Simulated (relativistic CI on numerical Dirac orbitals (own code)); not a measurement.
# How well does a small relativistic CI reproduce N2+?

Calculated at this level of theory: Dirac-Coulomb-Breit CI, KLI orbitals optimised for each configuration, model QED (radiative potential, 1s self-energy scaled to tabulated hydrogen-like ionisation energies), valence Slater integrals scaled by 0.85, configuration energies shifted to the measured levels that pair with them (semi-empirical) (own radial code, finite nucleus).

Configuration list (outside the closed core 1s2): 2s²2p, 2s2p², 2p³, 2s²3s, 2s²3p, 2s²3d, 2s2p3s, 2s²4s, 2s2p3p, 2s²4p, 2s²4d, 2s²4f, 2s2p3d, 2s²5s, 2s²5p, 2s²5d, 2s²5f, 2s²6s, 2s²7s, 2s²8s, 2s2p4s, 2p²3s, 2p²3p, 2p²3d, 2s3s², 2s2p4p, 2s3s3p, 2s2p4d, 2s2p4f, 2s3s3d. Levels of other configurations are missing.

```
Configuration  Term (tabulated)    J  Measured (cm⁻¹)  Computed  Error  Purity (%)
        2s²2p               2P°  1/2              0.0         0      0          96
        2s²2p               2P°  3/2            174.4       169     -6          96
        2s2p²                4P  3/2          57246.8     57253      6         100
        2s2p²                4P  5/2          57327.9     57328      0         100
        2s2p²                2D  5/2         101023.9    101983    959          99
        2s2p²                2D  3/2         101030.6    101992    961          99
        2s2p²                2S  1/2         131004.3    128017  -2987          99
        2s2p²                2P  1/2         145875.7    144173  -1703          99
        2s2p²                2P  3/2         145985.8    144279  -1707          99
          2p³               4S°  3/2         186797.1    184694  -2103         100
          2p³               2D°  5/2         203074.6    205453   2378          97
          2p³               2D°  3/2         203088.9    205470   2381          97
        2s²3s                2S  1/2         221302.2    221301     -1          92
          2p³               2P°  1/2         230404.3    230405      0          94
          2p³               2P°  3/2         230408.6    230407     -1          94
        2s²3p               2P°  1/2         245665.4    245664     -1          92
        2s²3p               2P°  3/2         245701.3    245700     -1          92
        2s²3d                2D  3/2         267238.4    267239      1          93
        2s²3d                2D  5/2         267244.0    267244      0          93
       2s2p3s               4P°  1/2         287529.4    287819    289          99
       2s2p3s               4P°  3/2         287591.5    287879    287          99
       2s2p3s               4P°  5/2         287706.9    287991    284          99
       2s2p3s               2P°  1/2         297151.2    297149     -2          90
       2s2p3s               2P°  3/2         297264.4    297262     -2          89
        2s²4s                2S  1/2         301082.6    301083      0          99
       2s2p3p                2P  1/2         309131.2    310004    873          56
       2s2p3p                2P  3/2         309185.2    310040    855          66
       2s2p3p                4D  1/2         309656.2    309903    247          57
       2s2p3p                4D  3/2         309691.8    309956    265          68
       2s2p3p                4D  5/2         309753.5    310047    293          99
       2s2p3p                4D  7/2         309849.8    310142    292          99
        2s²4p               2P°  1/2         311690.3    311693      3          93
        2s²4p               2P°  3/2         311715.2    311716      1          93
       2s2p3p                4S  3/2         314217.3    313597   -621         100
       2s2p3p                4P  3/2         317336.2    317088   -248          99
       2s2p3p                4P  5/2         317395.2    317148   -247          99
        2s²4d                2D  3/2         317747.7    317751      3          84
        2s²4d                2D  5/2         317779.5    317774     -5          85
        2s²4f               2F°  5/2         320287.2    320288      0          99
        2s²4f               2F°  7/2         320288.3    320288      0          99
       2s2p3p                2D  3/2         320978.2    320451   -527          83
       2s2p3p                2D  5/2         321066.8    320545   -522          84
       2s2p3p                2S  1/2         327058.0    326082   -976          95
       2s2p3d               4F°  5/2         330266.5    330465    199          99
       2s2p3d               4F°  7/2         330318.5    330515    197          99
       2s2p3d               4F°  9/2         330389.9    330584    195          99
       2s2p3d               4D°  1/2         332791.3    332792      0          99
       2s2p3d               4D°  3/2         332804.4    332805      0          99
       2s2p3d               4D°  5/2         332826.0    332826      0          99
       2s2p3d               4D°  7/2         332854.0    332853     -1          99
        2s²5s                2S  1/2         333712.0    333712      0          98
       2s2p3d               4P°  5/2         336206.9    335076  -1131          90
       2s2p3d               4P°  3/2         336261.6    335137  -1124          87
       2s2p3d               4P°  1/2         336296.6    335179  -1118          99
        2s²5p               2P°  1/2         338153.9    338155      1          97
        2s²5p               2P°  3/2         338162.1    338162      0          97
       2s2p3d               2F°  5/2         339744.6    340311    566          97
       2s2p3d               2F°  7/2         339855.5    340420    564          97
        2s²5d                2D  3/2         341947.7    341948      0         100
        2s²5d                2D  5/2         341948.8    341949      0         100
       2s2p3d               2P°  3/2         342691.5    342240   -452          94
        2s²5f               2F°  5/2         342749.2    342749      0          99
        2s²5f               2F°  7/2         342750.1    342751      1          99
       2s2p3d               2P°  1/2         342762.5    342310   -452          94
        2s²6s                2S  1/2         349824.8    349825      0          99
       2s2p3s               2P°  1/2         353440.6    352801   -639          93
       2s2p3s               2P°  3/2         353442.5    352805   -637          93
        2s²7s                2S  1/2         359148.1    359148      0          99
        2s²8s                2S  1/2         364994.2    364994      0          99
       2s2p4s               4P°  1/2         368514.4    368514      0          95
```

Measured levels from Moore, Selected Tables of Atomic Spectra, NSRDS-NBS 3, section 5; pairs were made by configuration, J and term (by order where the table uses no LS term), so strongly mixed levels may be paired wrongly.

Mean error by configuration (cm⁻¹): 2s²2p -6; 2s2p² -639; 2p³ 531; 2s²3s -1; 2s²3p -1; 2s²3d 0; 2s2p3s -60; 2s²4s 0; 2s2p3p -26; 2s²4p 2; 2s²4d -1; 2s²4f 0; 2s2p3d -183; 2s²5s 0; 2s²5p 1; 2s²5d 0; 2s²5f 0; 2s²6s 0; 2s²7s 0; 2s²8s 0; 2s2p4s 0. Over the excited levels the mean absolute error is 425 cm⁻¹ (69 of the 69 excited levels that our extract of the source holds in range could be paired), and the median relative error of those above 1,000 cm⁻¹ is 0.059 %, both after the shifts were fitted to these levels, so that a configuration with one level shows no error.

Configurations whose levels could be paired with our table of measured levels were shifted onto them, all but the ground configuration, by the median error of their levels; single terms can still be off by 1,000 to 2,000 cm⁻¹ or more, and rates follow the energies as ν³ (E1, M1) or ν⁵ (E2). The others borrow a shift and can be off by several thousand cm⁻¹ or more. The fine structure of a lone outer electron comes out too small, for d and f at times inverted, and misplaced configurations move strength between like terms. 69 of the 69 excited levels that our extract of the measured tables holds in this range could be paired (the sources list more); they are missed by 425 cm⁻¹ on average and 2987 at most, after the shifts were fitted to these levels, and levels without a partner can miss by more.

Shifts applied (cm⁻¹): 2s²2p 0; 2s2p² -1099; 2p³ -4955; 2s²3s 2463; 2s²3p 1327; 2s²3d 819; 2s2p3s 898; 2s²4s -12678; 2s2p3p 147; 2s²4p -12728; 2s²4d -13113; 2s²4f -14938; 2s2p3d 136; 2s²5s -12958; 2s²5p -13073; 2s²5d -13031; 2s²5f -14825; 2s²6s -13291; 2s²7s -13556; 2s²8s -13787; 2s2p4s -123.
